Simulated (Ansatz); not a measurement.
C2H6O2W (`[CH3][W]([CH3])(=[O])=[O]`). The species carries charge 0 and has multiplicity 1. Correlated methods include outer-core shells of W, which these sets cover unevenly. W takes the def2 core potential.

```xyz
11

C    -0.808    1.126    1.139
W    -0.523   -0.596   -0.045
C     1.305   -0.559   -1.096
O    -0.536   -1.960    0.972
O    -1.793   -0.693   -1.173
H    -0.812    2.014    0.499
H    -1.752    1.098    1.688
H     0.007    1.206    1.867
H     1.446   -1.450   -1.713
H     1.331    0.317   -1.753
H     2.135   -0.503   -0.384
```

(1) Give the diagnostics of a CCSD(T)/def2-TZVPP run (frozen core, Ansatz). (Estimate.)

Answers

(1) Computed: T1 = 0.0230, largest single amplitude 0.061, largest double 0.043, (T) share of the correlation energy 5.3 %, 12 CCSD cycles. The RHF solution is stable towards an unrestricted one. T1 lies over the customary mark of 0.02 for closed shells; compounds of d metals often pass it without a breakdown.
